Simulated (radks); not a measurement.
Spherical quantum dot in the effective-mass picture: electrons in a well V = -V0 / (1 + exp((r - R)/a)) with V0 = 13.5, R = 3.65, a = 0.19, all in effective atomic units (hartree* = m*/eps^2 hartree, bohr* = eps/m* bohr), one dielectric constant everywhere. Method: non-relativistic Kohn-Sham, PBE, spin-polarised, spherical densities; computed with a radial shooting solver with Libxc functionals. Levels are named by radial order and angular momentum (1s, 1p, 1d, 2s, ...), and open shells are averaged over m. Results are scaled to m* = 0.523 and eps = 8, for which hartree* = 222.4 meV and bohr* = 0.8094 nm.

N = 19, configuration 1s2 1p6 1d10 1f(up 1, down 0). This is the lowest configuration that the search found. Occupied and some empty levels:

level,occupation,eigenvalue (meV),<r> (nm)
1s up,1,-1409.4,1.915
1s down,1,-1406.8,1.911
1p up,3,-1361.3,2.013
1p down,3,-1358.4,2.010
1d up,5,-1281.0,2.096
1d down,5,-1277.8,2.094
1f up,1,-1173.4,2.166
1f down,0,-1170.0,2.165
2s up,0,-1119.4,1.385
2s down,0,-1118.5,1.386
1g up,0,-1041.5,2.227
1g down,0,-1037.9,2.226
2p up,0,-979.58,1.614
2p down,0,-978.29,1.614
2d up,0,-815.49,1.769
2d down,0,-813.90,1.768

Energy (meV): total -38901.3, kinetic 3915.1, external -55486, Hartree 14508, exchange-correlation -1838.5.
